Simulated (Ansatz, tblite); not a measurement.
Isomers of Ga3N3⁻ (doublet), found by a short tight-binding search and relaxed with PBE-D4/def2-SVPD in Ansatz.

The xTB rows come from tblite. LC-ωPBE has ω = 0.4 bohr⁻¹. Correlated methods freeze 30 core orbitals; core or outer-core shells of Ga are correlated, in sets that lack core-valence functions.

Run but left out: HF/def2-TZVPD, MP2/def2-TZVPD (A: ⟨S²⟩ 1.09, where a pure state has 0.75).

A: At r2SCAN-D4/def2-TZVPD the charge -1 doublet is spin-contaminated (final ⟨S²⟩ up to 0.83, 0.75 for a pure state). B: At PBE-D4/def2-TZVPD, revPBE-D4/def2-TZVPD the highest occupied level of the charge -1 doublet lies above zero (up to 0.18 eV). It is a level of α spin, whose loss leaves a singlet; that state wasn't run at this geometry and level. The electron is either unbound and held by the finite basis, or the level is raised by self-interaction error.

Other spin states weren't relaxed.

A:

```csv
atom,x (Å),y (Å),z (Å)
Ga1,-1.4730,-1.5785,-3.6282
Ga2,0.6992,0.6437,3.7127
Ga3,0.9932,1.1760,0.3069
N4,-0.8408,-0.9139,-1.7934
N5,1.1846,1.3097,2.1004
N6,-0.5633,-0.6371,-0.6984
```

B:

Cartesian coordinates in Å:
```
Ga 0.385 0.732 -0.034
Ga 1.953 2.155 2.861
Ga -0.621 0.013 -2.320
N -1.660 -2.678 -0.764
N -1.220 -1.686 -1.125
N 1.163 1.463 1.382
```

Question: Estimate which lies lowest at each level, and how far above it the others are (kcal/mol).

Answer: 
```json
{"level": "GFN1-xTB", "A": "40.0", "B": "0.0"}
{"level": "GFN2-xTB", "A": "3.7", "B": "0.0"}
{"level": "PBE-D4/def2-TZVPD", "A": "28.6", "B": "0.0"}
{"level": "revPBE-D4/def2-TZVPD", "A": "26.4", "B": "0.0"}
{"level": "r2SCAN-D4/def2-TZVPD", "A": "31.7", "B": "0.0"}
{"level": "PBE0-D4/def2-TZVPD", "A": "33.3", "B": "0.0"}
{"level": "LC-ωPBE/def2-TZVPD", "A": "38.7", "B": "0.0"}
{"level": "RPA@PBE/def2-TZVPD", "A": "33.5", "B": "0.0"}
```
Point groups (tolerance 0.1 Å): A Cs, B Cs. Lower isomers may exist.
